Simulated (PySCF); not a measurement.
Gas-phase equilibrium of 1 mol H2S, 6 mol SO2 at 1200 K and 0.0100 bar, among 21 species (S2O, SO2, O2, O, S2, S6, HO2, H2S2, H2O, H, H2O2, H2S, O3, SO, SH, H2, S8, S, SO3, H2SO4, OH). Only gases are allowed; each row takes one source of thermochemistry for all species, and Cantera finds the minimum.

Computed with PySCF and rigid-rotor harmonic-oscillator thermochemistry at 1 bar. † marks an energy on the PBE0/def2-TZVP geometry and frequencies; other levels use their own. MP2 freezes the core. Open shells (unrestricted) among the columns below: S2 (multiplicity 3), SO (multiplicity 3); the rest are closed-shell singlets. B3LYP is the form with VWN-RPA correlation. MP2 isn't extrapolated to the basis-set limit. The harmonic model lacks anharmonicity and excited electronic states, which grow with temperature; levels with a mode under 35 cm⁻¹ are left out.

Molecules larger than those listed are left out.

Mole fractions:

| thermochemistry | x SO2 | x H2O | x S2 | x SO | x H2S |
|---|---|---|---|---|---|
| B3LYP/def2-TZVP† | 0.75 | 0.13 | 0.099 | 0.0093 | 0.0011 |
| MP2/def2-TZVPP† | 0.76 | 0.13 | 0.099 | 0.00061 | 0.0030 |
| PBE/def2-SVP | 0.75 | 0.14 | 0.097 | 0.019 | 0.00051 |
| PBE0/def2-TZVP | 0.76 | 0.13 | 0.10 | 0.0052 | 0.0010 |
| ωB97M-V/def2-TZVP† | 0.76 | 0.13 | 0.097 | 0.0022 | 0.0052 |
| ωB97X-V/def2-TZVP† | 0.76 | 0.13 | 0.097 | 0.0045 | 0.0051 |
The most sensitive of these is SO: it spans a factor of 10^1.5 over these rows; at this temperature one factor of ten is RT ln 10 = 23 kJ/mol.
